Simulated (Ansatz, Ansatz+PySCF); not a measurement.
```tsv
atom	x (Å)	y (Å)	z (Å)
N	0.0000	0.0000	-1.8278
O	0.0000	0.0000	1.5994
```

Basis set: cc-pVDZ (spherical functions). Frozen core: 2 orbitals. Correlation on ROHF uses semicanonical orbitals with singles. Charge 0, multiplicity 2.

Computed with Ansatz (development build ahead of 0.2.0); each method stands on the lowest determinant of its kind that the runs found. Restricted functionals stand beside restricted open-shell atoms, which can lie above the unrestricted atoms usual in DFT and then raise those values.

Problem. Give the atomization energy at this shape (free ground-state atoms in the same class of orbitals less the molecule, no zero-point energy) of doublet NO by ωB97X (unrestricted), r²SCAN (unrestricted), PBE0 (unrestricted), PBE (unrestricted), ωB97X (restricted open-shell), r²SCAN (restricted open-shell), UHF-CCSDT(Q), UHF-CCSD(T), UHF-CCSD, UHF-MP2, PBE (restricted open-shell), PBE0 (restricted open-shell), UHF, ROHF-MP2, ROHF.

Solution.

```tsv
method	atomization energy
ωB97X (unrestricted)	1.4 kJ/mol
r²SCAN (unrestricted)	1.8 kJ/mol
PBE0 (unrestricted)	1.6 kJ/mol
PBE (unrestricted)	2.8 kJ/mol
ωB97X (restricted open-shell)	-539.3 kJ/mol
r²SCAN (restricted open-shell)	-539.0 kJ/mol
UHF-CCSDT(Q)	0.9 kJ/mol
UHF-CCSD(T)	0.9 kJ/mol
UHF-CCSD	0.8 kJ/mol
UHF-MP2	0.8 kJ/mol
PBE (restricted open-shell)	-384.5 kJ/mol
PBE0 (restricted open-shell)	-574.2 kJ/mol
UHF	0.4 kJ/mol
ROHF-MP2	-618.8 kJ/mol
ROHF	-684.0 kJ/mol
```

Caution for ωB97X (unrestricted), r²SCAN (unrestricted), PBE0 (unrestricted), PBE (unrestricted), ωB97X (restricted open-shell), r²SCAN (restricted open-shell), PBE (restricted open-shell), PBE0 (restricted open-shell): charge can spread falsely over distant fragments. Caution for ωB97X (unrestricted), PBE0 (unrestricted), UHF-CCSDT(Q), UHF-CCSD(T), UHF-CCSD, UHF-MP2, UHF: the unrestricted determinant is a mixture of spin states. Caution for r²SCAN (unrestricted), PBE (unrestricted): the unrestricted determinant is spin contaminated. Caution for ωB97X (restricted open-shell), r²SCAN (restricted open-shell), PBE (restricted open-shell), PBE0 (restricted open-shell), ROHF-MP2, ROHF: an unrestricted determinant lies well below; the molecule lies well above its atoms at this level. Caution for UHF-CCSDT(Q), UHF-MP2: a plain start can end on a higher determinant. Caution for UHF-CCSDT(Q), UHF-CCSD(T), UHF-CCSD, UHF-MP2, ROHF-MP2: bonds are stretched, where a single reference can fail. Caution for UHF-CCSD(T), UHF-CCSD, UHF, ROHF-MP2, ROHF: the determinant may break the point group.
